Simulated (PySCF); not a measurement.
## Excitation energies in several basis sets

Species: CH4ClGa.
Z-matrix (Å and degrees, PBE0-D3(BJ)/def2-SVP geometry), rows numbered from 1:
```
C 
Ga  1  1.9509
Cl  2  2.1642  1  114.49
H   1  1.0991  2  112.11  3  -152.58
H   1  1.1022  2  108.86  3    87.78
H   1  1.0994  2  109.90  3   -30.12
H   2  1.5615  1  131.52  3  -179.21
```

TDDFT with PBE0 (PySCF), vertical singlets, core orbitals frozen in the response, spherical d and f functions. Isolated species at its PBE0-D3(BJ)/def2-SVP geometry, gas phase. Relativistic effects, spin–orbit coupling among them, are left out although an element past zinc is present.

**Question.** Compare 6-31G*, def2-SVP, def2-SVPD, aug-cc-pVDZ, def2-TZVP, def2-TZVPD and aug-cc-pVTZ for this molecule.

**Answer.** 

```json
{"basis": "6-31G*", "functions": "72", "diffuse": "no", "S1 (eV)": "5.26", "S2 (eV)": "6.44", "S3 (eV)": "6.47", "S4 (eV)": "6.69", "S5 (eV)": "7.18", "LUMO (eV)": "-1.35", "α (au)": "44.5"}
{"basis": "def2-SVP", "functions": "84", "diffuse": "no", "S1 (eV)": "5.28", "S2 (eV)": "6.48", "S3 (eV)": "6.51", "S4 (eV)": "6.68", "S5 (eV)": "7.33", "LUMO (eV)": "-1.25", "α (au)": "44.2"}
{"basis": "def2-SVPD", "functions": "117", "diffuse": "yes", "S1 (eV)": "5.30", "S2 (eV)": "6.51", "S3 (eV)": "6.53", "S4 (eV)": "6.72", "S5 (eV)": "7.00", "LUMO (eV)": "-1.43", "α (au)": "55.7"}
{"basis": "aug-cc-pVDZ", "functions": "122", "diffuse": "yes", "S1 (eV)": "5.27", "S2 (eV)": "6.46", "S3 (eV)": "6.48", "S4 (eV)": "6.68", "S5 (eV)": "6.82", "LUMO (eV)": "-1.43", "α (au)": "55.9"}
{"basis": "def2-TZVP", "functions": "140", "diffuse": "no", "S1 (eV)": "5.30", "S2 (eV)": "6.47", "S3 (eV)": "6.50", "S4 (eV)": "6.67", "S5 (eV)": "7.20", "LUMO (eV)": "-1.36", "α (au)": "51.7"}
{"basis": "def2-TZVPD", "functions": "173", "diffuse": "yes", "S1 (eV)": "5.29", "S2 (eV)": "6.46", "S3 (eV)": "6.49", "S4 (eV)": "6.67", "S5 (eV)": "6.90", "LUMO (eV)": "-1.40", "α (au)": "56.6"}
{"basis": "aug-cc-pVTZ", "functions": "247", "diffuse": "yes", "S1 (eV)": "5.28", "S2 (eV)": "6.45", "S3 (eV)": "6.48", "S4 (eV)": "6.66", "S5 (eV)": "6.81", "LUMO (eV)": "-1.42", "α (au)": "56.7"}
```

States are compared by their number. Against the largest diffuse basis here (aug-cc-pVTZ, itself not a converged limit), sets without diffuse functions differ by up to 0.03 eV in S1 and 0.52 eV in S5; the smaller diffuse sets differ by up to 0.02 and 0.19 eV. State by state, the largest deviation of a set without diffuse functions is S1 0.03, S2 0.03, S3 0.04, S4 0.03, S5 0.52 eV. The same number needn't mean the same state in each row. Against aug-cc-pVTZ the polarisability deviates by -22% in 6-31G*, -22% in def2-SVP, -2% in def2-SVPD, -1% in aug-cc-pVDZ, -9% in def2-TZVP, 0% in def2-TZVPD.
